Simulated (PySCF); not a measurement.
Sn(Cl)(OH)(NH2)2 (ClH5N2OSn), SMILES [NH2][Sn]([NH2])([OH])[Cl].

The structure is a stationary point at PBE-D3(BJ)/def2-SVP. The def2 effective core potentials stand for the cores of Sn; spin–orbit coupling is left out. The values are those of a single conformer.

Two levels are set side by side: TDA-PBE/def2-SVPD (PySCF) and TDA-CAM-B3LYP/def2-SVPD (PySCF). Vertical, same geometry. The lowest singlet is HOMO→LUMO 78 %, HOMO−1→LUMO 13 % with PBE and HOMO→LUMO 78 % with the other functional; states are paired by order. Differences are taken from unrounded values.

```csv
quantity,TDA-PBE
lowest singlet excitation (eV),4.36
lowest triplet excitation (TDA) (eV),3.79
first bright state (f over 0.05) (eV),4.51
its oscillator strength,0.07
```

These are the TDA-PBE values. What does TDA-CAM-B3LYP give? (The exact figures need the calculation; the answer reports its results.)


```tsv
quantity	TDA-CAM-B3LYP	TDA-PBE minus TDA-CAM-B3LYP
lowest singlet excitation (eV)	5.50	-1.14
lowest triplet excitation (TDA) (eV)	4.70	-0.91
first bright state (f over 0.05) (eV)	5.50	-0.99
its oscillator strength	0.08	-0.02
```

A lower first singlet is the usual sign of a functional without exact exchange. Differences between two approximate levels are no errors against the true value.

Rough cost on one machine, each run with all the roots and properties that it gave: TDA-CAM-B3LYP against TDA-PBE about 4 times.
